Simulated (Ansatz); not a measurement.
A structure relaxed at B3LYP-D4/def2-SVP in Ansatz, charge 0, singlet:

```xyz
14

Ca   -1.3788   -0.8182    1.1009
Ca   -0.1132   -2.4291   -1.2840
Ca    1.5183    0.2603   -0.3087
Ca   -1.2830    1.6891   -1.0415
O     0.8164    2.3789   -0.9251
O    -2.5848    1.1808    0.6240
O     0.6829    0.0058    1.7236
O    -0.5025   -0.2471   -1.0175
O     2.0804   -1.7352   -1.1615
O    -1.2135   -2.7632    0.3801
H     1.2553    3.2268   -0.7955
H    -3.2303    1.5996    1.2031
H     1.0794   -0.0699    2.5980
H     2.8735   -2.2787   -1.0960
```

(1) Give its formula.

(2) Summarise the bond lengths by kind (pairs closer than 1.2 times the sum of covalent radii, bridged metal pairs left out).

Results:

(1) Ca₄O₆H₄, a hydroxylated oxide cluster.

(2) 14 × Ca–O 2.02 to 2.38 Å; 4 × H–O 0.96 Å.
